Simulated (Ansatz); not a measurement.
Consider the isomerisation: `SC1BO1` → `BSC=O`.

Computed with Ansatz on PBE0-D4/def2-TZVP structures; ΔE is electronic, products minus reactants. CBS: MP2 limit from def2 TZ/QZ plus the TZ coupled-cluster correction, frozen cores. One conformer a species, not always the lowest.

`SC1BO1`:

```xyz
7

S    -0.468   -1.739    0.299
C     0.204   -0.314   -0.487
B     0.192    1.093    0.063
O    -0.753    0.816   -0.822
H    -0.492   -1.269    1.557
H     0.792   -0.586   -1.358
H     0.525    1.999    0.749
```

`BSC=O`:

Cartesian coordinates in Å:
```
B -0.149 -0.677 -1.169
S -1.113 -0.297 0.261
C 0.076 0.671 1.212
O -0.172 1.137 2.275
H -0.661 -1.329 -2.022
H 0.974 -0.279 -1.246
H 1.045 0.773 0.689
```

```json
{"species": "`SC1BO1`", "HF/def2-TZVPP energy (Eh)": "-536.73570"}
{"species": "`BSC=O`", "HF/def2-TZVPP energy (Eh)": "-536.76080"}
```

Problem. Work out ΔE.

Solution. ΔE = (-536.76080) − (-536.73570) = -0.02510 Eh = -15.8 kcal/mol. CCSD(T)/CBS gives -9.8 kcal/mol.

Largest T1 diagnostic among the species: 0.018.

From r2SCAN to r2SCAN0 (25 % exact exchange), in def2-TZVPP and without D4, ΔE moves by +1.0 kcal/mol. In def2-TZVPP, CCSD(T) changes the Hartree–Fock value by +5.0 kcal/mol (the triples alone add −0.3 kcal/mol) and MP2 by +6.3 kcal/mol.
